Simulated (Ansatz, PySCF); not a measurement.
Spin states of MoO2 (SMILES [O]=[Mo]=[O]), each relaxed with B3LYP-D3(BJ)/def2-TZVP.
State 1 (charge 0, multiplicity 3):
```xyz
3

Mo     0.3534    -0.2941     0.3576
O      0.8978     0.3425    -1.1178
O     -1.2843    -0.0009     0.6898
```
State 2 (charge 0, multiplicity 1):
```xyz
3

Mo     0.39598    -0.33025     0.40211
O      0.79908     0.34839    -1.07600
O     -1.22822     0.02932     0.60347
```

| level | energy of the multiplicity-1 state less that of the multiplicity-3 state (kcal/mol) | cost |
|---|---|---|
| PBE-D3(BJ)/def2-TZVPP | 11.47 | ×1 |
| r2SCAN-D3(BJ)/def2-TZVPP | 18.26 | ×2 |
| r2SCAN-D4/def2-TZVPP | 18.26 | ×2 |
| B97M-V/def2-TZVPP | 13.18 | ×5 |
| B3LYP-D4/def2-TZVPP | 12.80 | ×0.6 |
| PBE0/def2-TZVPP | 16.73 | ×0.8 |
| PBE0-D3(BJ)/def2-TZVPP | 16.72 | ×0.8 |
| PBE0-D4/def2-TZVPP | 16.71 | ×0.8 |
| BHLYP/def2-TZVPP | 18.71 | ×1 |
| CAM-B3LYP/def2-TZVPP | 15.02 | ×1 |
| CAM-B3LYP-D3(BJ)/def2-TZVPP | 15.01 | ×1 |
| B2PLYP/def2-TZVPP | 9.60 | ×3 |
| B2PLYP-D4/def2-TZVPP | 9.59 | ×3 |
| CCSD/def2-SVP | 11.33 | - |

The rows run from 9.59 (B2PLYP-D4/def2-TZVPP) to 18.71 kcal/mol (BHLYP/def2-TZVPP). The dispersion term adds -0.01 in PBE0-D3(BJ), -0.02 in PBE0-D4, -0.01 in CAM-B3LYP-D3(BJ). The 5 functionals in def2-TZVPP without D3 or D4 span 9.10, from B2PLYP to BHLYP.

Singlets are restricted, other states unrestricted; no spin–orbit coupling, no relativity up to Kr; see below for the cores. The largest T1 diagnostic is 0.112.

Correlated levels freeze the inner cores; with def2 sets outer-core shells near the valence are correlated too.

Doubts at one or more of the structures used: a restricted determinant that unrestricted orbitals would lower (B2PLYP/def2-TZVPP, B2PLYP-D4/def2-TZVPP, CCSD/def2-SVP); a spin-contaminated determinant (CCSD/def2-SVP); T1 above 0.05 (CCSD/def2-SVP).

Run with Ansatz (Gaussian basis) for Hartree–Fock, density functionals and correlated methods; PySCF for the dispersion terms.  In def2 rows elements past Kr take small-core potentials, without spin–orbit coupling.

Costs are rough ratios of core time to PBE/def2-TZVPP (about 6 s over the structures, on one shared machine); a dash marks a level with no comparable run of its own.

Ansatz is a quantum-chemistry and plane-wave program.
